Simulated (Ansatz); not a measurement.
C2H4FGe, SMILES `C=[CH][GeH][F]` radical, relaxed with UKS PBE0-D4/def2-TZVP in Ansatz from a PBE-D4/def2-SVP geometry. The force threshold is 0.005 eV/Å; the program also tests the step.

Total charge 0; spin multiplicity 2.

Start:

```xyz
8

C    -0.654   -1.147    0.036
C    -0.711    0.199   -0.041
Ge    0.842    1.291    0.392
F     2.163    0.115    0.548
H    -1.530   -1.780   -0.191
H     0.280   -1.664    0.313
H    -1.656    0.713   -0.296
H     1.267    2.274   -0.761
```

**Question.** By how much does the energy fall, and how many steps does the optimiser take? (Estimate.)

**Answer.** Ansatz gave: 0.97 kcal/mol, in 6 steps.

**Question.** Which bonds change most? (An estimate is asked.)

**Answer.** Computed: Ge3–F4 from 1.776 to 1.752 Å; Ge3–H8 from 1.574 to 1.553 Å; C1–C2 from 1.350 to 1.331 Å; C2–Ge3 from 1.947 to 1.928 Å.

**Question.** Give the relaxed structure. (Best estimate.)

**Answer.** The calculation gave: 
```xyz
8

C    -0.658   -1.143    0.040
C    -0.697    0.185   -0.045
Ge    0.837    1.273    0.381
F     2.168    0.143    0.523
H    -1.529   -1.753   -0.181
H     0.248   -1.670    0.321
H    -1.622    0.691   -0.310
H     1.254    2.274   -0.730
```
